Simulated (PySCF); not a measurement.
## NaTe: energy against distance

Set-up: PySCF, scalar-relativistic core potentials, basis sets Na def2-SVP, Te def2-SVP with ECP28. Energies in eV from Na + Te in their ground configurations at the same level. State: ²Π (doublet), unpaired electrons π ↑.

```csv
R (Å),UHF-CCSD(T),UHF-SCS-MP2,UHF
2.417,,-1.260,-0.666
2.529,-1.589,-1.557,-0.966
2.641,-1.761,-1.729,-1.139
2.726,-1.829,-1.798,-1.208
2.810,-1.859,-1.827,-1.237
2.894,-1.859,-1.827,-1.236
3.007,-1.824,-1.790,-1.199
3.147,-1.739,-1.704,-1.111
3.316,-1.598,-1.561,-0.968
3.541,,-1.333,-0.743
```

Problem. Put a parabola through the three lowest points of the UHF-CCSD(T) curve and estimate Re, k and ωe (reduced mass 19.53 u; 1 eV/Å² = 0.16022 mdyn/Å; ωe = 1302.8·√(k/μ) cm⁻¹).

Solution. Through R = 2.81, 2.894, 3.007 Å the second-order coefficient is 1.57 eV/Å², so Re ≈ 2.852 Å, k ≈ 0.504 mdyn/Å and ωe ≈ 209 cm⁻¹. A polynomial fit of higher order to the unrounded UHF-CCSD(T) energies gives Re = 2.851 Å, k = 0.596 mdyn/Å, ωe = 228 cm⁻¹; anharmonicity and rounding make the difference.

The higher-order fit for each curve: UHF-CCSD(T): Re = 2.851 Å, ωe = 228 cm⁻¹, De = 1.86 eV; UHF-SCS-MP2: Re = 2.850 Å, ωe = 229 cm⁻¹, De = 1.83 eV; UHF: Re = 2.848 Å, ωe = 231 cm⁻¹, De = 1.24 eV.

Correlated steps freeze 5 core orbitals. Correlated levels converge slowly with the basis: in double zeta they bind strong bonds too weakly, by up to about 1 eV, and carry superposition errors of some tenths. These are scalar-relativistic numbers at best; spin–orbit coupling would shift them, the dissociation energy most. The state was picked by a PBE0 search and need not be the measured ground state.
